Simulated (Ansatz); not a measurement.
Worked example: SiHI3 + ICl → SiI4 + HCl

Species: SiHI3 (triiodosilane) `I[SiH](I)I`, singlet; ICl (iodine monochloride), singlet; SiI4 `I[Si](I)(I)I`, singlet; HCl, singlet. The partners trade H for I: Si–H and Cl–I bonds give way to Si–I and Cl–H.

Shapes, held fixed at every level: PBE0-D4/def2-TZVP. Programs: Ansatz 0.2.0. The zero-point and thermal change to 298 K, harmonic and unscaled (PBE0-D4/def2-TZVP), is 0.0 kJ/mol.

At CCSD(T)/def2-TZVPP; 1 Eh = 2625.50 kJ/mol:

```
species   energy (Eh)
  SiHI3  -1181.193004
    ICl   -756.856014
   SiI4  -1477.777190
    HCl   -460.331246
```

Work out ΔH(298 K) of the reaction at this level.


1. Products less reactants: (-1477.777190) + (-460.331246) − [(-1181.193004) + (-756.856014)] = -0.059418 Eh = -156.0 kJ/mol.
2. With the thermal change: -156.0 + (0.0) = -156.0 kJ/mol.

Other levels give -177.5 (MP2/def2-SVP) to -148.6 kJ/mol (PBE-D4/def2-TZVPP). No measured value is set beside it here. For atoms past krypton def2 sets carry core potentials with scalar relativity. Correlated rows may include outer-core shells of I, which these sets cover unevenly.
